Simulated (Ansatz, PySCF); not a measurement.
Pair of molecules: HF (SMILES F) (first 2 atoms) with C2H4 (SMILES C=C); geometry from B3LYP-D3(BJ)/def2-TZVP, rigid monomers moved along the line of their centres of mass till H2···C3 is 2.02 Å.
(charge 0, multiplicity 1):
```xyz
8

F     -0.234     0.856     0.585
H     -0.168     0.555     1.469
C     -0.559     0.320     3.432
C      0.483    -0.434     3.099
H     -0.436     1.339     3.777
H     -1.573    -0.058     3.381
H      0.361    -1.457     2.763
H      1.498    -0.060     3.159
```

Counterpoise-corrected where a basis set is named; no monomer relaxation.

Frozen-core correlation. CBS: X⁻³ extrapolation of the correlation energy, Hartree–Fock from the larger set.

The values were computed with Ansatz (an electronic-structure program) with Gaussian orbitals; PySCF for the dispersion terms. Each number belongs to the level named beside it.

PBE/def2-TZVPPD gives -195.8 meV for the interaction energy.

Predict the shift from PBE, with its sign, for: PBE-D3(BJ)/def2-TZVPPD, r2SCAN/def2-TZVPPD, B3LYP/def2-TZVPPD, wB97M-V/def2-TZVPPD, MP2/CBS(aug-cc-pVDZ, aug-cc-pVTZ), MP2/CBS(aug-cc-pVDZ, aug-cc-pVTZ) + ΔCCSD(T)/aug-cc-pVDZ.

PBE-D3(BJ)/def2-TZVPPD -34.2; r2SCAN/def2-TZVPPD -17.5; B3LYP/def2-TZVPPD 55.3; wB97M-V/def2-TZVPPD 12.5; MP2/CBS(aug-cc-pVDZ, aug-cc-pVTZ) 18.1; MP2/CBS(aug-cc-pVDZ, aug-cc-pVTZ) + ΔCCSD(T)/aug-cc-pVDZ 39.6 meV. 4 of 6 lie above PBE; the widest gap is to B3LYP/def2-TZVPPD.
